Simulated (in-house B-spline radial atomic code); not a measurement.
A fraction x of an electron is removed from 2p in the silicon ion Si⁵⁺, starting from [He] 2s2 2p5 and keeping the highest spin. All numbers are computed (scalar-relativistic (X2C) PBEsol, spin-polarised, spherical fractional occupations; Fermi nucleus of rms radius 3.1224 fm) with a B-spline radial code for spherical atoms, not measured.

```json
{"x": "0", "E(x) - E(0) (eV)": "0.0000", "2p down level (eV)": "-185.845"}
{"x": "0.07", "E(x) - E(0) (eV)": "13.1039", "2p down level (eV)": "-188.553"}
{"x": "0.21", "E(x) - E(0) (eV)": "39.8820", "2p down level (eV)": "-193.997"}
{"x": "0.35", "E(x) - E(0) (eV)": "67.4248", "2p down level (eV)": "-199.477"}
{"x": "0.38", "E(x) - E(0) (eV)": "73.4268", "2p down level (eV)": "-200.656"}
{"x": "0.5", "E(x) - E(0) (eV)": "97.7891", "2p down level (eV)": "-205.387"}
{"x": "0.57", "E(x) - E(0) (eV)": "112.2631", "2p down level (eV)": "-208.157"}
{"x": "0.7", "E(x) - E(0) (eV)": "139.6589", "2p down level (eV)": "-213.321"}
{"x": "0.83", "E(x) - E(0) (eV)": "167.7277", "2p down level (eV)": "-218.510"}
{"x": "0.89", "E(x) - E(0) (eV)": "180.9103", "2p down level (eV)": "-220.912"}
{"x": "1", "E(x) - E(0) (eV)": "205.4532", "2p down level (eV)": "-225.326"}
```

The exact functional would give a straight line between the two integer points. Deviations E(x) - E(0) - x[E(1) - E(0)], in eV: -1.278 at x = 0.07, -3.263 at x = 0.21, -4.484 at x = 0.35, -4.645 at x = 0.38, -4.938 at x = 0.5, -4.845 at x = 0.57, -4.158 at x = 0.7, -2.798 at x = 0.83, -1.943 at x = 0.89.

The curve lies below the straight line by up to 4.938 eV (at x = 0.5): convex, the delocalisation error that favours fractional charges.

How well does Slater's transition state (minus the level at half occupation) give the ionisation energy?

It gives 205.387 eV against 205.453 eV from the two total energies; NIST lists 205.28 eV, ground level to ground level.
